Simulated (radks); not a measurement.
Initial-state core-level shifts of neutral magnesium when its valence configuration changes from [Ne] 3s2. Calculated with a radial shooting solver on a logarithmic mesh with Libxc functionals: Dirac Kohn-Sham, PBE, spin-unpolarised, spherical densities, point nucleus; open shells are shared between the two j in proportion to 2j + 1. Shifts are changes of the shell-averaged eigenvalues in eV (positive: less bound).

valence	1s	2s	2p
3p2	-4.012	-3.930	-3.903
3s1 3p1	-2.118	-2.075	-2.062
3s0.5 3p1.5	-3.087	-3.024	-3.004
3s1.5 3p0.5	-1.096	-1.074	-1.068
